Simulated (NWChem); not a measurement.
System: HS₂, doublet; SMILES [S]S

NWChem printed, in part:

```
             Northwest Computational Chemistry Package (NWChem) 7.3.0
             --------------------------------------------------------

 CS  symmetry detected

                             Geometry "geometry" -> ""
                             -------------------------

 Output coordinates in angstroms (scale by  1.889725989 to convert to a.u.)

  No.       Tag          Charge          X              Y              Z
 ---- ---------------- ---------- -------------- -------------- --------------
    1 S                   16.0000     0.01242945    -1.03822997     0.00000000
    2 S                   16.0000     0.06713209     0.95704293     0.00000000
    3 H                    1.0000    -1.27298463     1.29899257     0.00000000

 Effective nuclear repulsion energy (a.u.)      77.1657116534

      Symmetry information
      --------------------

 Group name             Cs
 Group number              2
 Group order               2
 No. of unique centers     3

                                Z-matrix (autoz)
                                --------

 Units are Angstrom for bonds and degrees for angles

      Type          Name      I     J     K     L     M      Value
      ----------- --------  ----- ----- ----- ----- ----- ----------
    1 Stretch                  1     2                       1.99602
    2 Stretch                  2     3                       1.38306
    3 Bend                     1     2     3               102.74394

  xc_inp: hfexch multiplicative factor not found.

                           NWChem Geometry Optimization
                           ----------------------------

 maximum gradient threshold         (gmax) =   0.000450
 rms gradient threshold             (grms) =   0.000300
 maximum cartesian step threshold   (xmax) =   0.001800
 rms cartesian step threshold       (xrms) =   0.001200
 fixed trust radius                (trust) =   0.300000
 source of zmatrix                         =   autoz

          -------------------
          Energy Minimization
          -------------------

 Using diagonal initial Hessian
 Scaling for Hessian diagonals: bonds = 1.00  angles = 0.25  torsions = 0.10

          --------
          Step   0

                                 NWChem DFT Module
                                 -----------------

[...]

      ----------------------
      Optimization converged
      ----------------------

  Step       Energy      Delta E   Gmax     Grms     Xrms     Xmax
  ---- ---------------- -------- -------- -------- -------- --------
@    4    -795.56697201 -3.0D-07  0.00002  0.00001  0.00050  0.00098
                                     ok       ok       ok       ok

                                Z-matrix (autoz)
                                --------

 Units are Angstrom for bonds and degrees for angles

      Type          Name      I     J     K     L     M      Value     Gradient
      ----------- --------  ----- ----- ----- ----- ----- ---------- ----------
    1 Stretch                  1     2                       2.00614   -0.00002
    2 Stretch                  2     3                       1.33643    0.00001
    3 Bend                     1     2     3               100.31195    0.00001

                         Geometry "geometry" -> "geometry"
                         ---------------------------------

 Output coordinates in angstroms (scale by  1.889725989 to convert to a.u.)

  No.       Tag          Charge          X              Y              Z
 ---- ---------------- ---------- -------------- -------------- --------------
    1 S                   16.0000    -0.00697408    -1.02504825     0.00000000
    2 S                   16.0000     0.05985006     0.97997880     0.00000000
    3 H                    1.0000    -1.24629907     1.26287499     0.00000000

 Effective nuclear repulsion energy (a.u.)      77.1167073336

      Symmetry information
      --------------------

 Group name             Cs
 Group number              2
 Group order               2
 No. of unique centers     3

[...]

 Rotational Constants
 --------------------
 A=  10.067942 cm-1  ( 14.485199 K)
 B=   0.255771 cm-1  (  0.367990 K)
 C=   0.249434 cm-1  (  0.358873 K)

 Temperature                      =   298.15K
 frequency scaling parameter      =   1.0000

 Zero-Point correction to Energy  =    6.372 kcal/mol  (  0.010154 au)
 Thermal correction to Energy     =    8.276 kcal/mol  (  0.013189 au)
 Thermal correction to Enthalpy   =    8.868 kcal/mol  (  0.014132 au)

 Total Entropy                    =   59.426 cal/mol-K
   - Translational                =   38.415 cal/mol-K (mol. weight =  64.9520)
   - Rotational                   =   20.448 cal/mol-K (symmetry #  =        1)
   - Vibrational                  =    0.563 cal/mol-K

 Cv (constant volume heat capacity) =    7.390 cal/mol-K
   - Translational                  =    2.979 cal/mol-K
   - Rotational                     =    2.979 cal/mol-K
   - Vibrational                    =    1.431 cal/mol-K

[normal modes left out]

 ----------------------------------------------------------------------------
 Normal Eigenvalue ||           Projected Infra Red Intensities
  Mode   [cm**-1]  || [atomic units] [(debye/angs)**2] [(KM/mol)] [arbitrary]
 ------ ---------- || -------------- ----------------- ---------- -----------
    1       -0.000 ||    0.000643           0.015         0.627       1.026
    2       -0.000 ||    0.000000           0.000         0.000       0.000
    3        0.000 ||    0.000126           0.003         0.123       0.202
    4        0.000 ||    0.000470           0.011         0.458       0.749
    5        0.000 ||    0.034366           0.793        33.502      54.829
    6        0.000 ||    0.000681           0.016         0.664       1.086
    7      587.900 ||    0.014848           0.343        14.475      23.689
    8     1003.305 ||    0.002085           0.048         2.033       3.327
    9     2868.128 ||    0.003191           0.074         3.111       5.092
 ----------------------------------------------------------------------------
```

Level: UHF/pcseg-1. In the optimisation the excess spin sits in a" (Cs, its own frame). No stability test was run on the SCF state.

Question: Write an input that gives this output.

Answer: Several could match; the one computed here: the input that was run:
```
start job
memory heap 200 mb stack 900 mb global 1100 mb
geometry units angstroms
  S      0.029869    -1.052074     0.000000
  S      0.067440     0.943595     0.000000
  H     -1.275563     1.274027     0.000000
end
basis spherical
  S library pcseg-1
  H library pcseg-1
end
dft
  odft
  mult 2
  xc hfexch
  iterations 150
end
driver
  maxiter 120
end
task dft optimize
task dft freq
```
